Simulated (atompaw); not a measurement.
## Logarithmic derivatives: helium (He), PAW (atompaw)

helium (He), PAW, made with atompaw 4.2.0.5 (PBEsol, scalar-relativistic). Core none, reference 1s2. Waves: 1s (bound): rc 0.45 bohr; 1s channel at -0.75 Ry: rc 0.45 bohr; 2p channel at 0.05 Ry: rc 0.45 bohr; 2p channel at 1.85 Ry: rc 0.45 bohr. Local part: troulliermartins scheme with l = 2 at 0 Ry, radius 0.45 bohr. Core correction: none. Augmentation charge: sinc compensation charge, radius 0.35 bohr; PAW radius 0.45 bohr; waves and projectors: custom rrkj vanderbiltortho.

The phase is arctan(r·u′/u) with u = r·R(r), unwrapped; energies in Ry, scanned from -3 to 5 Ry. A pole is an energy at which the radial function vanishes at the test radius. The pseudo phase is shifted by a multiple of π to meet the all-electron one at the reference energy, and phase errors are pseudo minus all-electron; the curves can meet again beyond the range given. Levels narrower than the energy grid can be missing from the lists of poles.

Q: For each channel, where are the poles, and over which energies does the pseudopotential scatter like the atom?

A:

```json
{"channel": "s", "radius (bohr)": "0.45", "reference energy (Ry)": "-1.14", "poles, all-electron": "none", "poles, pseudo": "none", "unbroken range about the reference energy with phases within 0.05 rad": "the whole range", "phase error 1 Ry above the reference energy (rad)": "-0.000"}
{"channel": "p", "radius (bohr)": "0.45", "reference energy (Ry)": "0.05", "poles, all-electron": "none", "poles, pseudo": "none", "unbroken range about the reference energy with phases within 0.05 rad": "the whole range", "phase error 1 Ry above the reference energy (rad)": "+0.000"}
```

Phases in the p channel:

```csv
E (Ry),all-electron,pseudo
-3.00,1.064,1.064
-2.52,1.059,1.059
-2.04,1.054,1.054
-1.56,1.049,1.049
-1.08,1.044,1.044
-0.60,1.038,1.038
-0.12,1.032,1.032
0.36,1.027,1.027
0.84,1.021,1.021
1.32,1.015,1.015
1.80,1.008,1.008
2.28,1.002,1.002
2.76,0.995,0.995
3.24,0.989,0.989
3.72,0.982,0.982
4.20,0.974,0.974
4.68,0.967,0.967
```
